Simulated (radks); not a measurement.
Co III, 25 electrons, occupied as [Ar] 3d7. All-electron calculation, scalar-relativistic Kohn-Sham, Slater X-alpha with alpha = 0.658, spin-polarised, spherical densities, finite nucleus; open shells are filled with parallel spins first; Fermi nuclear charge, rms radius 3.7875 fm. Program: a radial shooting solver on a logarithmic mesh with Libxc functionals. Some entries of the table are withheld. Estimate them.

orbital  occ.  eigenvalue (hartree)  <1/r> (bohr^-1)
1s up       1             -278.9399            26.98
1s down     1             -278.9396            26.98
2s up       1             -33.58271            5.796
2s down     1             -33.51870            5.803
2p up       3                   (1)              (2)
2p down     3                   (3)              (4)
3s up       1              -4.43209            1.832
3s down     1              -4.29936            1.826
3p up       3              -3.09644            1.689
3p down     3              -2.96649            1.681
3d up       5              -0.99244            1.316
3d down     2              -0.87259            1.287

Answer. 
(1) 2p up eigenvalue (hartree): -28.88296
(2) 2p up <1/r> (bohr^-1): 5.695
(3) 2p down eigenvalue (hartree): -28.83380
(4) 2p down <1/r> (bohr^-1): 5.702
